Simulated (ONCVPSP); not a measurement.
## Which change was made? (N, ONCV)

ONCVPSP 4.0.1 input, shortened (lines: element, Z, core and valence counts, functional; n l f; lmax; l rc ep ncon nbas qcut; lloc lpopt rc5 dvloc0; l nproj debl; icmod fcfact rcfact), PBEsol, scalar-relativistic:

```
  N 7.00    1    2  -116133      upf
    1    0    2.00
    2    0    2.00
    2    1    3.00
    1
    0    1.15    0.00    4    7    5.80
    1    2.25    0.00    4    7    7.80
    0    5    1.15    0.00
    0    0    3.30
    1    2    1.90
    3    4.25    1.55
```

Cutoffs, loose and tight: the cutoffs (Ha) at which the residual kinetic energy of the hardest occupied pseudo-wave falls to 1 and 0.1 mHa per electron. They do not see the model core or the augmentation charge, which bear on the density cutoff. Test errors are all-electron minus pseudo excitation energies from the reference, over the configurations 2s2 2p2; 2s2 2p1; 2s2 2p0; 2s1 2p4; variants that change the core or the reference have their own tests.

The base gives: outcome: generated; cutoff, loose: 40 Ha; cutoff, tight: 87 Ha; bound ghosts: none; GHOST(+) flags above zero: none; largest test error (meV): +1984.

**Question.** After one change the result is: outcome: generated; cutoff, loose: 14 Ha; cutoff, tight: 30 Ha; bound ghosts: none; GHOST(+) flags above zero: none; largest test error (meV): +3891. Which change was it?
A. s: qcut 4.4; p: qcut 6
B. s: rc 1.22
C. all radii but the core radius scaled by about 1.27 (s 1.46, p 2.86 bohr)
D. s: qcut 3.8

**Answer.** C. The others give: s: qcut 4.4; p: qcut 6 → outcome: generated; cutoff, loose: 74 Ha; cutoff, tight: 93 Ha; bound ghosts: none; GHOST(+) flags above zero: none; largest test error (meV): +2830 | s: qcut 3.8 → outcome: generated; cutoff, loose: 77 Ha; cutoff, tight: 95 Ha; bound ghosts: none; GHOST(+) flags above zero: none; largest test error (meV): +2060 | s: rc 1.22 → outcome: generated; cutoff, loose: 29 Ha; cutoff, tight: 75 Ha; bound ghosts: none; GHOST(+) flags above zero: none; largest test error (meV): +2025.
